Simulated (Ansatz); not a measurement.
Geometry optimisation, Ansatz 0.2.0, RKS r2SCAN-D4/def2-SVP.

The input (input.yaml):

```yaml
crystal:
  periodic: [false, false, false]
  atoms:
    - { symbol: B, position_ang: [0.157386, 0.450652, -0.389191] }
    - { symbol: O, position_ang: [-0.330883, -0.247282, 2.069642] }
    - { symbol: H, position_ang: [-1.265743, -0.047839, 2.217832] }
    - { symbol: F, position_ang: [1.283432, -0.227246, -0.570152] }
    - { symbol: F, position_ang: [-0.947695, -0.086459, -0.896816] }
    - { symbol: Si, position_ang: [0.144087, 2.231772, 0.464849] }
    - { symbol: H, position_ang: [1.107827, 2.272451, 1.612585] }
    - { symbol: H, position_ang: [0.541101, 3.337343, -0.464993] }
    - { symbol: H, position_ang: [-1.21342, 2.564497, 1.001392] }
    - { symbol: H, position_ang: [0.136207, 0.50681, 2.497553] }
basis:
  gaussian: { orbitals: def2-SVP }
hamiltonian:
  xc: r2scan
  dispersion: d4
relax:
  f_tol: 0.03
  max_steps: 50
output:
  orbitals: {}
```

Command:

```bash
$ ansatz run input.yaml --threads 4 --pin off --max-ram 5120MiB --backend cpu --events-out ev --progress --plain --runs-dir out
```

**Question.** Where does it end, and by what steps?

**Answer.** The forces met the threshold. After 10 steps the energy has fallen by 0.170 eV; H10 moved furthest, 0.54 Å.

```
step  energy less start (eV)  largest force component (eV/Å)  accepted
   0                  0.0000                           0.823       yes
   1                  0.0019                           1.672        no
   2                 -0.0422                           0.853       yes
   3                 -0.0759                           0.589       yes
   4                 -0.1120                           0.492       yes
   5                 -0.1113                           0.757        no
   6                 -0.1472                           0.277       yes
   7                 -0.1611                           0.166       yes
   8                 -0.1675                           0.084       yes
   9                 -0.1684                           0.089       yes
  10                 -0.1700                           0.023       yes
```

```xyz
10
Properties=species:S:1:pos:R:3
B 0.083 0.391 0.002
O -0.328 -0.353 1.696
H -1.225 -0.076 1.940
F 1.244 -0.251 -0.230
F -0.998 -0.083 -0.656
Si 0.139 2.381 0.474
H 1.125 2.630 1.582
H 0.506 3.285 -0.662
H -1.190 2.838 1.005
H 0.256 -0.008 2.390
```

Whether the end is a true minimum wasn't checked by a vibrational analysis.

Run time: 16 s on 4 threads of AMD EPYC 7B13 (Zen 3) (shared host), peak memory 0.19 GiB.
